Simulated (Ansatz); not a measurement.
Cartesian coordinates in Å:
```
Si -0.8865 -1.2652 0.7776
Si 0.1277 0.8159 0.4753
N 1.6213 0.9124 -0.3332
Si 0.7367 1.2139 -1.9009
H -0.1474 -2.2607 -0.0394
H -2.3147 -1.2251 0.3689
H -0.8220 -1.6575 2.2130
H -0.1174 1.8313 1.5321
H 2.3425 0.2129 -0.2582
H 0.0347 -0.1616 -2.0582
H -0.5748 1.5835 -0.7769
```

Total charge 0; spin multiplicity 1.

List the PBE0/def2-TZVPP orbital energies in eV (the Gaussian-basis code of Ansatz). (Best estimate.)

Ansatz gave: Occupied: -1803.46, -1802.88, -1802.76, -390.95, -145.74, -145.14, -145.03, -100.45, -100.37, -100.35, -99.79, -99.78, -99.78, -99.76, -99.65, -99.58, -23.74, -16.54, -15.34, -13.60, -12.13, -10.71, -10.22, -9.92, -9.82, -9.06, -7.75, -6.07. Lowest empty: -1.51, -0.71, -0.11, 0.49, 0.94, 1.18, 1.66, 2.04.
